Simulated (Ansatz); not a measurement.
Si5O4. Charge 0, multiplicity 1. Geometry PBE-D4/def2-SVP.

```
atom    x (Å)    y (Å)    z (Å)
 Si1  -1.6107  -1.5282   0.5525
 Si2  -0.6009  -0.4373  -1.4677
 Si3   1.2441   1.2612  -1.4479
 Si4   1.8172  -1.0267   0.6612
 Si5  -1.1007   1.5482   1.0887
  O6   0.2292  -1.3645  -0.0354
  O7  -1.6650   0.0056   1.4136
  O8   2.1430   0.3422  -0.2462
  O9  -0.4562   1.1994  -0.5189
```

The restricted singlet is unstable towards broken spin symmetry in Hartree–Fock (as tested in another run); at HF/STO-3G, PBE-D4/def2-TZVP, r2SCAN-D4/def2-TZVP, r2SCANh-D4/def2-TZVP and others this wasn't settled. The structure comes from a short search, and lower isomers may exist.

(1) Estimate the orbital energies around the gap (eV) in Ansatz with HF/STO-3G, PBE-D4/def2-TZVP, r2SCAN-D4/def2-TZVP, r2SCANh-D4/def2-TZVP, BHLYP-D4/def2-TZVP.

Results:

(1) 
| orbital | HF/STO-3G | PBE-D4/def2-TZVP | r2SCAN-D4/def2-TZVP | r2SCANh-D4/def2-TZVP | BHLYP-D4/def2-TZVP |
| --- | --- | --- | --- | --- | --- |
| HOMO−5 | -8.58 | -8.17 | -8.59 | -9.15 | -11.04 |
| HOMO−4 | -7.06 | -7.21 | -7.47 | -7.89 | -9.38 |
| HOMO−3 | -6.41 | -7.04 | -7.31 | -7.72 | -9.14 |
| HOMO−2 | -5.83 | -6.63 | -6.88 | -7.26 | -8.63 |
| HOMO−1 | -5.64 | -6.26 | -6.47 | -6.85 | -8.19 |
| HOMO | -3.13 | -4.99 | -5.16 | -5.44 | -6.34 |
| LUMO | 5.78 | -3.36 | -3.32 | -3.01 | -1.59 |
| LUMO+1 | 6.66 | -2.77 | -2.75 | -2.49 | -1.26 |
| LUMO+2 | 7.16 | -2.76 | -2.71 | -2.38 | -0.93 |
| LUMO+3 | 9.39 | -1.88 | -1.71 | -1.40 | -0.09 |
| LUMO+4 | 9.99 | -1.35 | -1.15 | -0.84 | 0.48 |
| LUMO+5 | 10.42 | -1.12 | -0.90 | -0.59 | 0.66 |
